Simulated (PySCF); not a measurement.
Input for PySCF: R-B3LYP/6-31G* on BFH2OSe (SMILES OB(F)[SeH]), a point of a torsion scan.

```python
from pyscf import gto, scf, dft, mp
from pyscf.data.elements import chemcore

mol = gto.M(
    atom='''
    O    -0.98956074   -0.82226954    0.28650774
    B    -0.25520439    0.27167609    0.13618342
    F    -0.69256755    1.30148230   -0.58032526
    Se    1.54466840    0.29011646    0.84285703
    H    -1.86354709   -0.85101198   -0.10626551
    H     1.71182932   -1.13501456    0.81781711
    ''',
    basis='6-31g*',
    cart=True,
    charge=0, spin=0, verbose=3, max_memory=1800)
mf = dft.RKS(mol, xc='b3lyp')
mf.conv_tol = 1e-8
mf.max_cycle = 100
mf.kernel()
if not mf.converged:
    mf = mf.newton().run(mf.mo_coeff, mf.mo_occ)
```

It printed:

```
converged SCF energy = -2602.53808707412
```

The run converged.

Cost: around 7 core-seconds (rough).
